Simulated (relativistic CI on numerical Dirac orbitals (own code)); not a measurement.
## Crystal-field levels of Ta4+, 5d

Calculated by Dirac-Coulomb-Breit CI, KLI orbitals optimised for each configuration, model QED (radiative potential, 1s self-energy scaled to tabulated hydrogen-like ionisation energies), valence Slater integrals scaled by 0.9, one configuration in a parametric crystal field (own radial code).

Field parameters in Wybourne normalisation: Td as Oh with Dq negative (B⁴₀ = 21Dq, B⁴₄ = √(5/14) B⁴₀). The field is a parameter set, without covalency.

S is read from ⟨S²⟩ = S(S + 1).

Levels (cm⁻¹, degeneracy): 0 (4), 8064 (4), 10383 (2).

Which field gives this pattern?
A. Td, 10Dq = -12850 cm⁻¹
B. Td, 10Dq = -15850 cm⁻¹
C. Td, 10Dq = -9800 cm⁻¹
D. Td, 10Dq = -6800 cm⁻¹

D. Td, 10Dq = -6800 cm⁻¹, ground level with S = 0.50.
